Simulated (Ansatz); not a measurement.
`CB[SiH](C)N`, charge 0, multiplicity 1.

Q: Give a relaxed structure at PBE0-D4/def2-TZVP (Ansatz 0.2.0). (Estimate.)

A: Computed: 
```xyz
15

C    -2.2592    0.6846    0.1480
B    -0.7788    1.1537    0.0736
Si    0.7476   -0.0614   -0.4357
C     0.6422   -1.7814    0.3021
N     2.2380    0.6596    0.0660
H    -2.4244   -0.3911    0.2330
H    -2.8526    1.2121    0.9001
H    -2.6879    0.9963   -0.8204
H    -0.5651    2.3272    0.2401
H     0.6295   -0.2464   -1.9286
H     1.4868   -2.3976   -0.0177
H    -0.2728   -2.2834   -0.0230
H     0.6469   -1.7426    1.3937
H     2.3327    1.6607    0.0044
H     3.1171    0.2097   -0.1356
```
This is one stationary point; other conformers may exist.
